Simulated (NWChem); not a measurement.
System: C$_{3}$H$_{10}$Si; SMILES C[SiH](C)C

NWChem printed, in part:

```
             Northwest Computational Chemistry Package (NWChem) 7.3.0
             --------------------------------------------------------

 C3  symmetry detected

                             Geometry "geometry" -> ""
                             -------------------------

 Output coordinates in angstroms (scale by  1.889725989 to convert to a.u.)

  No.       Tag          Charge          X              Y              Z
 ---- ---------------- ---------- -------------- -------------- --------------
    1 Si                  14.0000     0.00000000    -0.00000000     0.37766857
    2 C                    6.0000    -1.70194850     0.54011427    -0.22297943
    3 C                    6.0000     1.31872693     1.20387350    -0.22297943
    4 C                    6.0000     0.38322157    -1.74398777    -0.22297943
    5 H                    1.0000     0.00000000    -0.00000000     1.87926757
    6 H                    1.0000    -1.74520859     0.55377746    -1.32407543
    7 H                    1.0000    -2.48645659    -0.14428587     0.13654757
    8 H                    1.0000    -1.94804982     1.55167887     0.13652857
    9 H                    1.0000     2.31781823     0.91122120     0.13652857
   10 H                    1.0000     1.35218964     1.23450624    -1.32407543
   11 H                    1.0000     1.11827307     2.22547750     0.13654757
   12 H                    1.0000     0.39301894    -1.78828370    -1.32407543
   13 H                    1.0000    -0.36976841    -2.46290006     0.13652857
   14 H                    1.0000     1.36818352    -2.08119164     0.13654757

 Effective nuclear repulsion energy (a.u.)     174.2739318115

      Symmetry information
      --------------------

 Group name             C3
 Group number              5
 Group order               3
 No. of unique centers     6

                                Z-matrix (autoz)
                                --------

 Units are Angstrom for bonds and degrees for angles

[...]

      ----------------------
      Optimization converged
      ----------------------

  Step       Energy      Delta E   Gmax     Grms     Xrms     Xmax
  ---- ---------------- -------- -------- -------- -------- --------
@    3    -409.86097563 -1.3D-06  0.00004  0.00002  0.00067  0.00148
                                     ok       ok       ok       ok

                                Z-matrix (autoz)
                                --------

 Units are Angstrom for bonds and degrees for angles

[...]

 Rotational Constants
 --------------------
 A=   0.174221 cm-1  (  0.250659 K)
 B=   0.174221 cm-1  (  0.250659 K)
 C=   0.102632 cm-1  (  0.147661 K)

 Temperature                      =   298.15K
 frequency scaling parameter      =   1.0000

 Zero-Point correction to Energy  =   75.120 kcal/mol  (  0.119712 au)
 Thermal correction to Energy     =   79.809 kcal/mol  (  0.127184 au)
 Thermal correction to Enthalpy   =   80.402 kcal/mol  (  0.128128 au)

 Total Entropy                    =   79.299 cal/mol-K
   - Translational                =   38.805 cal/mol-K (mol. weight =  74.0552)
   - Rotational                   =   23.558 cal/mol-K (symmetry #  =        3)
   - Vibrational                  =   16.936 cal/mol-K

 Cv (constant volume heat capacity) =   25.895 cal/mol-K
   - Translational                  =    2.979 cal/mol-K
   - Rotational                     =    2.979 cal/mol-K
   - Vibrational                    =   19.936 cal/mol-K

[normal modes left out]

 ----------------------------------------------------------------------------
 Normal Eigenvalue ||           Projected Infra Red Intensities
  Mode   [cm**-1]  || [atomic units] [(debye/angs)**2] [(KM/mol)] [arbitrary]
 ------ ---------- || -------------- ----------------- ---------- -----------
    1       -0.000 ||    0.000125           0.003         0.122       0.057
    2       -0.000 ||    0.000078           0.002         0.076       0.036
    3        0.000 ||    0.000129           0.003         0.126       0.059
    4        0.000 ||    0.000000           0.000         0.000       0.000
    5        0.000 ||    0.000001           0.000         0.001       0.000
    6        0.000 ||    0.000001           0.000         0.001       0.000
    7      144.460 ||    0.000000           0.000         0.000       0.000
    8      158.708 ||    0.000001           0.000         0.001       0.001
    9      158.712 ||    0.000001           0.000         0.001       0.001
   10      200.694 ||    0.000642           0.015         0.626       0.294
   11      200.698 ||    0.000642           0.015         0.626       0.294
   12      237.816 ||    0.001102           0.025         1.074       0.505
   13      607.394 ||    0.001693           0.039         1.650       0.776
   14      628.508 ||    0.008694           0.201         8.475       3.984
   15      628.513 ||    0.008693           0.201         8.475       3.983
   16      699.987 ||    0.000000           0.000         0.000       0.000
   17      702.340 ||    0.012128           0.280        11.823       5.557
   18      702.343 ||    0.012128           0.280        11.823       5.557
   19      871.654 ||    0.012586           0.290        12.269       5.767
   20      871.655 ||    0.012584           0.290        12.268       5.766
   21      899.426 ||    0.077465           1.787        75.517      35.495
   22      934.331 ||    0.186280           4.298       181.595      85.356
   23      934.333 ||    0.186281           4.298       181.596      85.356
   24     1327.961 ||    0.029620           0.683        28.875      13.572
   25     1327.963 ||    0.029620           0.683        28.875      13.572
   26     1338.061 ||    0.005598           0.129         5.457       2.565
   27     1489.252 ||    0.000000           0.000         0.000       0.000
   28     1491.549 ||    0.000178           0.004         0.174       0.082
   29     1491.550 ||    0.000178           0.004         0.174       0.082
   30     1502.162 ||    0.002713           0.063         2.645       1.243
   31     1502.163 ||    0.002713           0.063         2.645       1.243
   32     1508.767 ||    0.008801           0.203         8.580       4.033
   33     2202.545 ||    0.199136           4.594       194.128      91.247
   34     3040.716 ||    0.008865           0.205         8.642       4.062
   35     3040.723 ||    0.008867           0.205         8.644       4.063
   36     3041.868 ||    0.002905           0.067         2.832       1.331
   37     3111.244 ||    0.001021           0.024         0.996       0.468
   38     3111.244 ||    0.001022           0.024         0.996       0.468
   39     3113.587 ||    0.043827           1.011        42.724      20.082
   40     3115.747 ||    0.000054           0.001         0.052       0.025
   41     3116.886 ||    0.025118           0.579        24.486      11.509
   42     3116.887 ||    0.025115           0.579        24.484      11.508
 ----------------------------------------------------------------------------
```

Level: B3LYP/6-31G* (spherical d). 

Q: Write an input that gives this output.

A: Several could match; the one computed here: the input that was run:
```
start job
memory heap 200 mb stack 900 mb global 1100 mb
geometry units angstroms
  Si     0.000000     0.000000     0.367857
  C     -1.217981     1.305708    -0.232791
  C      1.739767     0.401949    -0.232791
  C     -0.521786    -1.707657    -0.232791
  H      0.000000     0.000000     1.869456
  H     -1.248972     1.338840    -1.333887
  H     -2.237371     1.094283     0.126736
  H     -0.936087     2.307888     0.126717
  H      2.466733    -0.343269     0.126717
  H      1.783955     0.412222    -1.333887
  H      2.066362     1.390479     0.126736
  H     -0.534983    -1.751061    -1.333887
  H     -1.530646    -1.964619     0.126717
  H      0.171009    -2.484762     0.126736
end
basis spherical
  * library 6-31g*
end
dft
  xc b3lyp
  iterations 150
end
driver
  maxiter 120
end
task dft optimize
task dft freq
```
